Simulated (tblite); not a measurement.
A geometry optimisation, step by step.

C4H9BF2O.
SMILES with atom numbers: `[CH3:1][CH:2]([CH3:3])[O:4][CH2:5][B:6]([F:7])[F:8]` (hydrogens: H9, H10, H11 on C1; H12 on C2; H13, H14, H15 on C3; H16, H17 on C5)

Computed with GFN2-xTB (tblite), gas phase: L-BFGS steps from a force-field or distance-geometry start until the largest atomic force falls under 0.01 eV/Å. 4 of its 123 geometries are shown.

Step 0: E = -760.8260 eV, largest atomic force 4.290 eV/Å
```
atom  x, y, z in Å  |  force x, y, z in eV/Å
C1     -1.518    0.899   -0.902   -1.052   0.640  -0.344
C2     -0.498    0.200   -0.024   -1.069   1.227   1.112
C3     -1.335   -0.433    1.077   -1.680   0.382   0.277
O4      0.229   -0.736   -0.718   -0.290  -1.351  -1.025
C5      1.581   -0.546   -0.791    1.852   0.451  -0.720
B6      2.358   -0.488    0.553    1.042   1.732   3.784
F7      1.703   -0.821    1.812    2.160   0.826  -3.030
F8      3.602    0.298    0.653   -3.076  -2.265   0.037
H9     -2.353    1.308   -0.261    0.916  -0.373  -0.805
H10    -1.941    0.177   -1.621    0.196   0.475   0.267
H11    -1.050    1.741   -1.410   -0.197  -0.101  -0.322
H12     0.106    1.023    0.407    0.401  -0.557   0.006
H13    -2.336   -0.730    0.624    1.095   0.273   0.673
H14    -1.512    0.386    1.824    0.028  -1.181  -0.349
H15    -0.932   -1.335    1.500    0.423   0.059   0.328
H16     2.070   -1.348   -1.396   -0.667   0.296  -0.015
H17     1.819    0.415   -1.338   -0.081  -0.533   0.126
```

Step 41: E = -762.1008 eV, largest atomic force 0.089 eV/Å
```
atom  x, y, z in Å  |  force x, y, z in eV/Å
C1     -1.501    1.004   -0.921    0.033  -0.003   0.001
C2     -0.589    0.234    0.032    0.022  -0.008  -0.030
C3     -1.400   -0.518    1.084    0.043   0.042  -0.057
O4      0.178   -0.713   -0.712    0.006  -0.067  -0.006
C5      1.565   -0.462   -0.785    0.007   0.005   0.016
B6      2.359   -0.384    0.592    0.025   0.001  -0.025
F7      1.895   -0.735    1.769   -0.036  -0.003   0.000
F8      3.607    0.039    0.617    0.057   0.015   0.006
H9     -2.089    1.728   -0.368   -0.044   0.044   0.008
H10    -2.164    0.306   -1.421   -0.053  -0.026  -0.015
H11    -0.920    1.522   -1.678    0.051   0.030  -0.002
H12     0.092    0.931    0.540    0.008   0.034  -0.021
H13    -2.058   -1.225    0.591   -0.029  -0.042   0.020
H14    -1.986    0.183    1.666   -0.065   0.014   0.052
H15    -0.726   -1.056    1.741   -0.005  -0.063   0.062
H16     1.973   -1.291   -1.377   -0.028   0.007  -0.002
H17     1.757    0.448   -1.380    0.009   0.020  -0.005
```

Step 81: E = -762.1108 eV, largest atomic force 0.056 eV/Å
```
atom  x, y, z in Å  |  force x, y, z in eV/Å
C1     -1.406    0.979   -0.927   -0.011   0.009   0.007
C2     -0.608    0.183    0.106    0.017  -0.002   0.030
C3     -1.522   -0.532    1.096   -0.009  -0.007   0.012
O4      0.192   -0.802   -0.542   -0.021  -0.025  -0.005
C5      1.536   -0.432   -0.774    0.023   0.006  -0.004
B6      2.463   -0.345    0.517   -0.013  -0.019   0.003
F7      2.059   -0.599    1.740    0.005   0.006   0.029
F8      3.738   -0.018    0.430   -0.004   0.012  -0.012
H9     -2.021    1.719   -0.424   -0.033   0.017  -0.017
H10    -2.042    0.306   -1.495   -0.010   0.002   0.014
H11    -0.741    1.490   -1.618    0.019  -0.001  -0.009
H12     0.046    0.870    0.663    0.023   0.007   0.015
H13    -2.147   -1.250    0.573    0.019   0.018  -0.012
H14    -2.154    0.189    1.609    0.015  -0.028  -0.009
H15    -0.917   -1.063    1.827   -0.033   0.001  -0.002
H16     1.929   -1.197   -1.453    0.016  -0.033   0.002
H17     1.586    0.513   -1.338   -0.003   0.035  -0.043
```

Step 122: E = -762.1262 eV, largest atomic force 0.009 eV/Å
```
atom  x, y, z in Å  |  force x, y, z in eV/Å
C1     -1.208    1.030   -0.822    0.000  -0.001  -0.002
C2     -0.606    0.100    0.234    0.001   0.007  -0.002
C3     -1.701   -0.599    1.033   -0.001   0.001  -0.001
O4      0.180   -0.928   -0.358    0.000   0.000  -0.002
C5      1.480   -0.548   -0.764    0.007  -0.003  -0.002
B6      2.500   -0.121    0.382    0.005   0.004  -0.004
F7      2.288   -0.223    1.673   -0.004  -0.006   0.002
F8      3.690    0.357    0.073   -0.005   0.000  -0.005
H9     -1.839    1.772   -0.341   -0.001  -0.004  -0.003
H10    -1.808    0.451   -1.520    0.006   0.006   0.001
H11    -0.430    1.550   -1.377   -0.004   0.002   0.000
H12     0.025    0.691    0.916    0.005  -0.003   0.002
H13    -2.319   -1.190    0.363   -0.004   0.000  -0.001
H14    -2.320    0.135    1.541   -0.005  -0.007   0.000
H15    -1.255   -1.263    1.767    0.005   0.005   0.005
H16     1.881   -1.436   -1.270    0.000   0.004   0.005
H17     1.435    0.234   -1.540   -0.004  -0.003   0.004
```

**Question.** Summarise the path.

**Answer.** The energy falls by 125.46 kJ/mol from step 0 to step 122; nine tenths of that is first reached at step 10. It falls at every step. The largest force goes from 4.290 to 0.009 eV/Å. Among the bonds B6–F8 changes most, from 1.475 to 1.319 Å; the atoms move by 0.526 Å rms after alignment.

What follows is the cost of the whole relaxation. On an Arm Neoverse V1 with one thread, shared host with 32 logical CPUs at a one-minute load of 18, this took 0.71 s.
